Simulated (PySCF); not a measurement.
**Fine-structure interval of As²⁺ by level of theory**

As²⁺ [Ar] 3d10 4s2 4p1 [4p1/2^1, M_J = 1/2] → As²⁺ [Ar] 3d10 4s2 4p1 [4p3/2^1, M_J = 3/2], as a difference of total energies. Computed with PySCF 2.14 in x2c-QZVPPall-2c (11s10p5d4f1g, 103 functions), with the two-component X2C-1e Hamiltonian. Correlated levels: [Ne] frozen; the 8 highest virtual spinors dropped. "Screened" scales the spin-orbit matrix elements by Boettger's factors to mimic the two-electron term; Breit and QED terms are absent.

```json
{"method": "GHF (screened spin-orbit)", "fine-structure interval (cm⁻¹)": "3864.5"}
{"method": "GMP2 (screened spin-orbit)", "fine-structure interval (cm⁻¹)": "2804.1"}
{"method": "GHF (bare spin-orbit)", "fine-structure interval (cm⁻¹)": "4048.9"}
```

GHF and GMP2 differ strongly here because the two determinants are spin-polarised to different degrees; the interval is a small difference of such terms.
